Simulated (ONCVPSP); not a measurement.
# Scattering properties, ONCV potential for phosphorus (P)

| Property | Result |
| --- | --- |
| Element | phosphorus (P) |
| Generator | ONCVPSP 4.0.1 |
| Type | optimised norm-conserving Vanderbilt (ONCV) |
| Functional | revPBE |
| Relativity | non-relativistic |
| Frozen core | [He] |
| Valence charge | 13 |
| Reference configuration | 2s2 2p6 3s2 3p3 |
| Partial waves | 2s+3s: rc 0.70 bohr, ncon 3, nbas 7, qcut 22.4 1/bohr, 2 projectors; 2p+3p: rc 1.00 bohr, ncon 5, nbas 10, qcut 14.7 1/bohr, 2 projectors; d scattering state at 0.45 Ha: rc 0.95 bohr, ncon 3, nbas 8, qcut 11.9 1/bohr, 2 projectors, debl 0.7 Ha |
| Local potential | polynomial inside 0.60 bohr (lpopt 4, dvloc0 2 Ha) |
| Core correction | none |

The phase is arctan(r·R′/R) of the radial function R(r), unwrapped; energies in Ha, scanned from -8 to 5 Ha. A pole is an energy at which the radial function vanishes at the test radius. The pseudo phase is shifted by a multiple of π to meet the all-electron one at the reference energy, and phase errors are pseudo minus all-electron; the curves can meet again beyond the range given. Levels narrower than the energy grid can be missing from the lists of poles.

```
channel  radius (bohr)  reference energy (Ha)  poles, all-electron  poles, pseudo  unbroken range about the reference energy with phases within 0.05 rad  phase error 1 Ha above the reference energy (rad)
      s           0.71                  -0.51                -2.23          -2.23                                                        the whole range                                             -0.000
      p           1.02                  -0.20                -4.04          -4.04                                                        the whole range                                             +0.000
      d           0.96                   0.45                 none           none                                                        the whole range                                             -0.000
```

Phases in the p channel:

```tsv
E (Ha)	all-electron	pseudo
-7.96	1.130	1.130
-7.24	1.056	1.056
-6.52	0.921	0.921
-5.80	0.567	0.567
-5.08	-0.626	-0.626
-4.36	-1.435	-1.435
-3.64	-1.682	-1.682
-2.92	-1.814	-1.814
-2.20	-1.918	-1.918
-1.48	-2.025	-2.025
-0.76	-2.155	-2.155
-0.04	-2.334	-2.334
0.68	-2.600	-2.600
1.40	-2.987	-2.987
2.12	-3.441	-3.440
2.84	-3.821	-3.819
3.56	-4.077	-4.075
4.28	-4.243	-4.241
5.00	-4.356	-4.354
```
